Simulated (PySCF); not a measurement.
Bonds: Al1-O4 1.866 Å, Al1-O12 1.866 Å, O4-Al5 1.862 Å, Al5-O8 1.864 Å, O8-Al9 1.868 Å, Al9-O12 1.864 Å. Al1 carries H2, H3; O4 carries H13; Al5 carries H6, H7; O8 carries H14; Al9 carries H10, H11; O12 carries H15.

Geometry: PBE0-D3(BJ)/def2-SVP; GIAO shifts from PySCF, gas phase, non-relativistic, averaged over equivalent atoms.

At B3LYP/pcSseg-1 (pcSseg-2 on Al) (225 basis functions, 41 s wall time on 1 thread of an Intel Xeon Platinum 8259CL, shared host):
```
              atoms  δ (ppm)
        Al1/Al5/Al9    143.6
H2/H3/H6/H7/H10/H11     4.19
        H13/H14/H15     2.25
          O4/O8/O12     62.6
```

Referencing at the same level of theory: [Al(H2O)6]3+ for 27Al (σ = 571.15 ppm); TMS for 1H (σ = 31.38 ppm); H2O for 17O (σ = 334.04 ppm).

Q: What do these become at PBE/pcSseg-1 (pcSseg-2 on Al)?

A: 
| atoms | δ at PBE/pcSseg-1 (pcSseg-2 on Al) | change |
| --- | --- | --- |
| Al1/Al5/Al9 | 143.9 | +0.3 |
| H2/H3/H6/H7/H10/H11 | 4.47 | +0.28 |
| H13/H14/H15 | 2.18 | -0.07 |
| O4/O8/O12 | 69.6 | +7.0 |

Referencing at the same level of theory: [Al(H2O)6]3+ for 27Al (560.82 ppm); 1H (31.20 ppm) vs TMS; 17O (334.63 ppm) vs H2O.

The largest change is at O4/O8/O12 (oxygen bonded to 2 Al, H). Cost: 225 basis functions, 99 s wall time on 1 thread of an Intel Xeon Platinum 8259CL, shared host.

Experimental scales use liquid or dissolved standards, which lie at an offset from isolated H2O (liquid H2O: subtract about 36 ppm).
